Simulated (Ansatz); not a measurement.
Ta(NH)(OSiH3)3 (TaSi3NO3H10). Charge 0, multiplicity 3. Geometry PBE-D4/def2-SVP, that of the neutral singlet; atoms count from 1.

Cartesian coordinates in Å:
```
Ta -0.0509 0.0030 -0.0909
N -0.8790 -0.0392 -1.6721
H -1.3525 -0.0629 -2.5750
O 1.8245 0.3317 -0.3958
Si 3.1977 0.5933 -1.3367
H 2.8130 0.7758 -2.7806
H 4.1152 -0.5918 -1.2074
H 3.9013 1.8267 -0.8405
O -0.3066 -1.7006 0.7749
Si -0.8825 -3.2783 0.9115
H -1.6507 -3.6600 -0.3243
H -1.7819 -3.3674 2.1126
H 0.2838 -4.2097 1.0897
O -0.8242 1.4202 0.9632
Si -1.8715 2.7044 1.2694
H -2.7701 2.9357 0.0854
H -1.0616 3.9418 1.5391
H -2.7038 2.3775 2.4776
```

In the def2 sets Ta takes a core potential; there is no spin–orbit coupling. At PBE0-D4/def2-TZVP a singlet of charge 0 lies 4.89 eV below the triplet at the same geometry.

(1) Estimate the Mulliken populations from the PBE0/def2-TZVP orbitals of Ansatz.

(2) Where does the spin sit?

(3) And the Mayer bond orders between heavy atoms (over 0.3)?

## Answers

(1) 
```
atom  charge (e)  spin (α − β)  d electrons
 Ta1        1.35          0.91         2.80
  N2       -0.49          0.99            –
  H3        0.25         -0.03            –
  O4       -0.56          0.01            –
 Si5        0.29          0.01            –
  H6       -0.04          0.00            –
  H7       -0.04          0.00            –
  H8       -0.03          0.00            –
  O9       -0.55          0.03            –
Si10        0.29          0.02            –
 H11       -0.04          0.01            –
 H12       -0.03          0.00            –
 H13       -0.03          0.00            –
 O14       -0.55          0.03            –
Si15        0.29          0.02            –
 H16       -0.04          0.01            –
 H17       -0.03          0.00            –
 H18       -0.03          0.00            –
```
Mulliken values depend strongly on the basis.

(2) Summed by element: Ta 0.91, N 0.99, H -0.01, O 0.07, Si 0.04, of 2 unpaired in all. Largest on single atoms: N2 0.99, Ta1 0.91, H3 -0.03.

(3) Ta1–N2 1.18 (1.79 Å); Ta1–O4 0.95 (1.93 Å); Ta1–O9 0.97 (1.93 Å); Ta1–O14 0.97 (1.93 Å); O4–Si5 1.17 (1.69 Å); O9–Si10 1.15 (1.69 Å); O14–Si15 1.15 (1.69 Å).
